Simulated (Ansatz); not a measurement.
Energy needed to pull apart BGeH₅O (SMILES B[O][GeH3]), singlet, into free ground-state atoms, from the structure below (displaced at random from a GFN2-xTB minimum); no zero-point or spin–orbit terms; open-shell atoms are treated unrestricted, in their ground-state multiplicity.

```
8
angstrom
B -0.7368 0.9314 -1.1235
O -0.2037 -0.0980 -0.5723
Ge 0.5688 -0.7246 0.8956
H -1.0983 0.8119 -2.2314
H -0.8263 1.9813 -0.5438
H 0.7063 0.3449 1.9729
H 1.8708 -1.1618 0.3075
H -0.2945 -1.8773 1.2347
```

Ansatz 0.2.0; basis: def2-TZVPP; cores frozen in the correlated methods. Filled d shells of the heavier atoms are correlated. The def2 sets are not built for correlating such inner shells, so the correlated values are less sure here.

| method | atomization energy (kJ/mol) |
| --- | --- |
| PBE-D4 | 2578 |
| r2SCAN-D4 | 2593 |
| PBE0-D4 | 2553 |
| r2SCANh-D4 | 2579 |
| CAM-B3LYP-D4 | 2608 |
| wB97M-V | 2584 |
| HF | 1948 |
| MP2 | ? |
| CCSD | ? |
| CCSD(T) | 2539 |

Question: What does MP2 give? (Judge from chemistry; the value comes from the calculation.)

Answer: By the calculation: 2560 kJ/mol, which is about 20 kJ/mol more than CCSD(T)/def2-TZVPP.

Question: What does CCSD give? (Judge from chemistry; the value comes from the calculation.)

Answer: Computed: 2512 kJ/mol, which is about 27 kJ/mol less than CCSD(T)/def2-TZVPP.

In triple zeta the MP2 and coupled-cluster atomization energies are still short of their basis limit by a few kcal/mol a bond, whereas those of the functionals are nearly converged, so these differences are not deviations from converged CCSD(T).

The T1 diagnostic stays at or below 0.013.

For scale, one of the runs: CCSD(T)/def2-TZVPP forces, 180 basis functions (an equivalent command: `ansatz run in.yaml --threads 4`). Hardware: 4 CPU threads, shared host. Wall time 3.4 min; peak host memory 3.3 GiB.
